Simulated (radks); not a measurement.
The numbers below are computed, except where a source is named.
Task: These are the eigenvalues of the occupied orbitals of an atom or ion with whole-number occupations (hartree). Level of theory: Dirac Kohn-Sham, LDA (Slater exchange, VWN5 correlation), spin-unpolarised, spherical densities, finite nucleus; Fermi nuclear charge, rms radius of each element as measured or else 0.836 A^(1/3) + 0.57 fm (a radial shooting solver on a logarithmic mesh with Libxc functionals).

1s1/2: -1160.465
2s1/2: -178.2228
2p1/2: -167.0981
2p3/2: -157.0249
3s1/2: -35.71804
3p1/2: -31.13425
3p3/2: -29.25745
3d3/2: -21.13724
3d5/2: -20.74432
4s1/2: -6.35499
4p1/2: -4.77719
4p3/2: -4.41687
4d3/2: -1.89625
4d5/2: -1.84188
5s1/2: -0.87158
5p1/2: -0.53476
5p3/2: -0.49951

Which element is it, and in what charge state? The configuration may be excited. Open shells, if any, are shared by 2j + 1.

Result: Z = 52, tellurium, charge +1: Te+ in [Kr] 4d10 5s2 5p3. The list shows which subshells hold electrons but not how many an open one holds; the 1s level, -1160.5 hartree, gives Z - s = 48.2 by -(Z - s)^2/2, which with screening and relativity narrows Z to a few neighbours, and the depths of the outer levels then fix element, charge and occupations together.
